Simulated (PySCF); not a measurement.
A side-by-side comparison of computed properties.

First species: chlorotrifluoromethane, CClF₃.
Bonds: F1–C2, C2–F3, C2–F4, C2–Cl5.

Second species: CH10OS2Si3.
InChI=1S/CH10OS2Si3/c1-5-2-6-4-7-3/h3H,5-7H2,1H3

Levels: B3LYP/def2-SVPD for HOMO energy, LUMO energy, HOMO–LUMO gap and static isotropic polarisability; TDDFT B3LYP/def2-SVPD for lowest singlet excitation; TDA B3LYP/def2-SVPD for lowest triplet excitation (Tamm–Dancoff). Geometries: GFN2-xTB. Each structure is a single optimised conformer of the isolated species, non-relativistic unless stated; the electronic structure was computed with PySCF and density fitting.

Problem. Which has the higher HOMO–LUMO gap?

Solution. The first: 9.15 eV against 6.43 eV, a difference of 2.72 eV.

Problem. Which has the higher LUMO energy?

Solution. The first: -0.75 eV against -0.84 eV, a difference of 0.09 eV.

Problem. Which has the higher static isotropic polarisability?

Solution. The second: 135.9 au against 31.6 au, a difference of 104.3 au.

Problem. Which of the two has the higher T1 energy, and by how much?

Solution. The first: 6.84 eV against 5.11 eV, a difference of 1.73 eV.

Problem. Which of the two has the higher S1 energy, and by how much?

Solution. The first: 7.71 eV against 5.35 eV, a difference of 2.36 eV.

Problem. Which of the two has the higher HOMO energy, and by how much?

Solution. The second: -7.27 eV against -9.90 eV, a difference of 2.63 eV.

On the first: The 8 singlets span 7.71 to 10.47 eV, and their oscillator strengths add up to 0.30. S1 lies 1.44 eV below the HOMO–LUMO gap.

On the second: No computed singlet falls in the visible range (750 to 380 nm, 1.65 to 3.26 eV); S1 lies 2.09 eV above its blue end. The principal polarisabilities are 111.1, 127.0 and 169.7 au; their mean is the isotropic value.
